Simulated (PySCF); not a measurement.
C3H5O, SMILES CC[C]=O, multiplicity 2.

Geometry optimised at PBE-D3(BJ)/def2-SVP. The isomer is the one that the SMILES or the coordinates give; other isomers of the formula were not compared. The values are those of a single conformer.

Two levels are set side by side: PBE/def2-TZVPD (PySCF) and r2SCAN/def2-TZVPD (PySCF). Same geometry, gas phase. Differences are taken from unrounded values.

```tsv
quantity	r2SCAN	PBE	PBE minus r2SCAN
α-spin orbital gap (eV)	2.89	2.28	-0.62
β-spin orbital gap (eV)	6.28	5.59	-0.69
dipole moment (D)	2.73	2.60	-0.13
mean polarisability (bohr³)	43.5	45.5	2.0
```

Rough cost on one machine, each run with all the roots and properties that it gave: r2SCAN against PBE about 4 times.
